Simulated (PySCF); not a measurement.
Computed shifts of a molecule C2H6AlFO, PBE0/pcSseg-1 run with PySCF, GIAO, gas phase, equivalent atoms averaged, in ppm (number of nuclei): ¹⁹F: -166.9 (1). ¹³C: 12.3 (1), -2.5 (1). ¹H: 2.18 (1), 1.45 (3), 0.62 (2). References: ¹⁹F against CFCl3 (σ = 167.2 ppm); ¹³C against TMS (σ = 186.3 ppm); ¹H against TMS (σ = 31.56 ppm); ¹⁷O against H2O (σ = 334.2 ppm), references at their B3LYP-D3(BJ)/def2-TZVP geometries, non-relativistic. The structure is a stationary point at B3LYP-D3(BJ)/def2-SVP. The values are those of a single conformer.

### Question
Identify the compound among the candidates.
A. CC[O][AlH][F]
B. C[O][Al]([CH3])[F]
C. C[CH2][Al]([OH])[F]

### Answer
C, C[CH2][Al]([OH])[F]
